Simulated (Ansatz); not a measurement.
Reaction (silylene formation by 1,1-elimination): `N[SiH2][SiH](F)Br` → `N[SiH](F)Br` + `[SiH2]`

Gas-phase electronic energies from Ansatz, PBE0-D4/def2-TZVP geometries. CCSD(T)/CBS is the MP2 limit (def2-TZVPP, def2-QZVPP) plus CCSD(T) − MP2 in def2-TZVPP, frozen cores. This one scheme is used for every species. Functionals use def2-TZVPP. For Br outer-core shells are correlated without core-valence functions, which leaves a few kJ/mol of doubt a bond. Scalar relativity is left out up to krypton. Each species was taken in one conformer, which may not be the lowest.

Is it downhill or uphill in electronic energy at CCSD(T)/CBS, and by how much? (An estimate is asked.)

Computed: Uphill: ΔE = +199.1 kJ/mol.

What do these levels give: r2SCAN-D4, B2PLYP, PBE0, MP2/def2-TZVPP, CCSD/def2-TZVPP, SCS-MP2/def2-QZVPP? (An estimate is asked.)

The calculation gave: r2SCAN-D4 221.7, B2PLYP 192.8, PBE0 211.4, MP2/def2-TZVPP 205.2, CCSD/def2-TZVPP 185.1, SCS-MP2/def2-QZVPP 199.6 kJ/mol.

Largest T1 diagnostic among the species: 0.014.

From PBE to PBE0 (25 % exact exchange), in def2-TZVPP and without D4, ΔE moves by +3.9 kJ/mol. In def2-TZVPP, CCSD(T) changes the Hartree–Fock value by +17.6 kJ/mol (the triples alone add +5.2 kJ/mol) and MP2 by +32.5 kJ/mol. The D4 term adds +14.3 kJ/mol with B3LYP and +8.0 kJ/mol with PBE0; it sums over pairs of atoms, weighted by their polarisabilities, and B3LYP, whose exchange is more repulsive, gets the larger term.

B3LYP here is the variant with VWN-RPA as its local correlation; programs differ in this.
